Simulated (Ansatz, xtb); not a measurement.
## Relative energy of two structures of CH3FGa−

We compare X, a singlet given by its coordinates, with Y, a triplet given by its coordinates. Both are isolated ions in the gas phase, relaxed with r2SCAN-D4/def2-SVPD.

X (Å):

```yaml
atoms:
  - { symbol: C, position_ang: [-0.9420, -1.0092, -0.7856] }
  - { symbol: F, position_ang: [-0.5539, 2.0722, -0.0606] }
  - { symbol: Ga, position_ang: [-0.0474, 0.5685, -1.0073] }
  - { symbol: H, position_ang: [-0.6587, -1.9150, -1.3372] }
  - { symbol: H, position_ang: [1.1745, 1.0564, -1.8816] }
  - { symbol: H, position_ang: [-1.7924, -1.1349, -0.1038] }
```

Close contacts (Å): C1–Ga3 1.83, F2–Ga3 1.85, C1–H4 1.10, C1–H6 1.10, Ga3–H5 1.58.

Y (Å):

| atom | x (Å) | y (Å) | z (Å) |
| --- | --- | --- | --- |
| C | 0.7915 | -0.6415 | -0.0885 |
| F | -1.4293 | 1.5604 | -0.7682 |
| Ga | -1.1982 | -0.2045 | -0.1967 |
| H | 1.2610 | -0.5225 | -1.0788 |
| H | 1.2901 | 0.0301 | 0.6297 |
| H | 0.9279 | -1.6820 | 0.2456 |

Close contacts (Å): C1–Ga3 2.04, F2–Ga3 1.87, C1–H4 1.10, C1–H5 1.10, C1–H6 1.10.

Estimate E(Y) − E(X) at the level CCSD(T)/def2-SVPD + ΔMP2/def2-TZVPPD.

Calculated at CCSD(T)/def2-SVPD + ΔMP2/def2-TZVPPD: E(Y) − E(X) = +90.1 kJ/mol, so structure X lies lower.

Level by level:

```tsv
level	geometry	E(Y) − E(X) (kJ/mol)	departure from the last row (kJ/mol)	job, with rough time for the two
r2SCAN-D4/def2-SVPD	r2SCAN-D4/def2-SVPD	+72.3	−17.9	optimisation, 1.9 min
HF/def2-SVPD	r2SCAN-D4/def2-SVPD	−4.1	−94.2	part of the CCSD(T) run
MP2/def2-SVPD	r2SCAN-D4/def2-SVPD	+81.4	−8.7	part of the CCSD(T) run
CCSD(T)/def2-SVPD	r2SCAN-D4/def2-SVPD	+82.1	−8.1	single point
CCSD(T)/def2-SVPD + ΔMP2/def2-TZVPPD	r2SCAN-D4/def2-SVPD	+90.1		single point, 91 s
```

HF/def2-SVPD puts the two in the other order. The largest departure from CCSD(T)/def2-SVPD + ΔMP2/def2-TZVPPD is that of HF/def2-SVPD, 94.2 kJ/mol. At CCSD(T)/def2-SVPD + ΔMP2/def2-TZVPPD a singlet with the links of Y lies below this triplet. Levels run at GFN2-xTB geometries aren't shown. The last row adds to CCSD(T) the change of the MP2 difference between the two basis sets, here +8.1 kJ/mol.

With harmonic frequencies from r2SCAN-D4/def2-SVPD (ideal gas, rigid rotor, one conformer each, 298.15 K, 1 atm): on the last row, ΔE + ΔZPE = +103.3, ΔH = +103.4, ΔG = +98.6 kJ/mol.

Open shells are spin-unrestricted. The correlated steps freeze 11 core orbitals; the filled d shell of Ga is correlated, in a basis made for valence electrons. ΔG holds the spin degeneracy. Run with Ansatz 0.2.0; the last row on 1 thread of Intel(R) Xeon(R) Platinum 8259CL CPU @ 2.50GHz (Skylake/Cascade Lake) on a shared host.
